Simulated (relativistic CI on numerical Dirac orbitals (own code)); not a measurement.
**Hyperfine structure of Tb XLIII, mass number 157**

Calculated at this level of theory: Dirac-Coulomb-Breit CI, separate exchange-only KLI orbitals for each configuration, model QED (radiative potential, 1s self-energy scaled to tabulated hydrogen-like ionisation energies), unscaled Slater integrals (own radial code, finite nucleus).

Configuration list (outside the closed core [Ne]): 3s2.3p6.3d5, 3s2.3p5.3d6, 3s2.3p4.3d7, 3s.3p6.3d6, 3p6.3d7, 3s.3p5.3d7, 3s2.3p6.3d4.4s, 3s2.3p6.3d4.4p, 3s2.3p4.3d6.4s, 3s2.3p5.3d5.4s, 3s2.3p6.3d4.4f, 3p6.3d6.4s, 3s2.3p6.3d3.4s2, 3s2.3p6.3d4.5s, 3p6.3d5.4s2. Levels of other configurations are missing.

Nuclear spin I = 3/2, μ = 2.03 μN, Q = 1.4 b (tables of Stone and Pyykkö). The electronic factors are computed for point nuclear moments, without core polarisation or the Bohr-Weisskopf and QED corrections.

| Level | E (eV) | A (MHz) | B (MHz) |
| --- | --- | --- | --- |
| 3s2.3p6.3d5 4P_1/2 | 48.1284 | -19940 |  |
| 3s2.3p6.3d5 2D_3/2 | 62.4571 | 79580 | -60700 |
| 3s2.3p6.3d5 4D_7/2 | 72.3946 | 32370 | -5840 |
| 3s2.3p6.3d5 2I_11/2 | 73.3852 | 46730 | 2010 |
| 3s2.3p6.3d5 4G_9/2 | 75.0464 | 40640 | -9430 |

Levels with J = 0, under 50 % of one LS term, or S terms without an open s electron are left out. Small factors come from cancelling terms and can be off by tens of per cent or more.

At this charge energies of transitions that change n are usually good to better than 1 %, and those within a shell (Δn = 0) to a few per cent.

Task: Give the hyperfine levels of 3s2.3p6.3d5 2D_3/2 relative to its centre of gravity.

Result: With K = F(F + 1) − I(I + 1) − J(J + 1), E = AK/2 + B[¾K(K + 1) − I(I + 1)J(J + 1)]/[2I(2I − 1)J(2J − 1)]: F = 0: -374300, F = 1: -234000, F = 2: -14160, F = 3: 163900 MHz.

LS names give the leading component of a level, which can be under half, so a name can repeat, a term be missing and a line seem to break the LS rules.
